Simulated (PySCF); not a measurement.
## Excitation energy of K by level of theory

K [Ar] 4s1 (2S) → K [Ar] 4p1 (2P), as a difference of total energies. All numbers are calculated (PySCF 2.14, scalar relativity by spin-free X2C-1e, in x2c-QZVPPall). Correlated levels: valence and next inner shell: [Ne] frozen. The calculations carry no spin-orbit coupling.

```tsv
method	excitation energy (cm⁻¹)
UHF	11470
MP2 (valence and next inner shell)	12892
SCS-MP2 (valence and next inner shell)	12593
CCSD (valence and next inner shell)	12852
CCSD(T) (valence and next inner shell)	12957
```

Errors of the correlated levels include the incompleteness of this basis and the frozen core.

The basis was made for the ground configuration and has no added diffuse functions, so the excitation energy can come out too high.

For comparison: 13024 cm⁻¹ (measured; NIST levels, between the centres of gravity of the two terms).
